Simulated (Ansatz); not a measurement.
BFH₂SeSi, SMILES `FB1[SiH2][Se]1`, relaxed with RKS PBE-D4/def2-SVP in Ansatz from a rough embedded geometry. The force threshold is 0.03 eV/Å; the program also tests the step.

The species carries charge 0 and has multiplicity 1.

Start:

```xyz
6

F    -1.965   -1.597   -0.242
B    -1.102   -0.361   -0.204
Si    0.720    0.312    0.280
Se   -0.230    1.196   -1.253
H     1.813   -0.617   -0.140
H     0.764    1.067    1.559
```

| step | energy (eV) | largest force (eV/Å) | largest move (Å) |
| --- | --- | --- | --- |
| 1 | -76622.0480 | 5.874 | 0.000 |
| 2 | -76623.6792 | 2.901 | 0.195 |
| 3 | -76624.2215 | 0.627 | 0.180 |
| 4 | -76624.2533 | 0.082 | 0.068 |
| 5 | -76624.2539 | 0.034 | 0.019 |
| 6 | -76624.2542 | 0.011 | 0.011 |

End:

```xyz
6

F    -2.051   -1.291   -0.287
B    -1.019   -0.463   -0.307
Si    0.707    0.114    0.405
Se   -0.537    1.071   -1.376
H     2.030   -0.455   -0.024
H     0.869    1.024    1.589
```

Run time 11 s (2 threads of an Arm Neoverse V1 on a shared host); peak host memory 0.13 GiB.
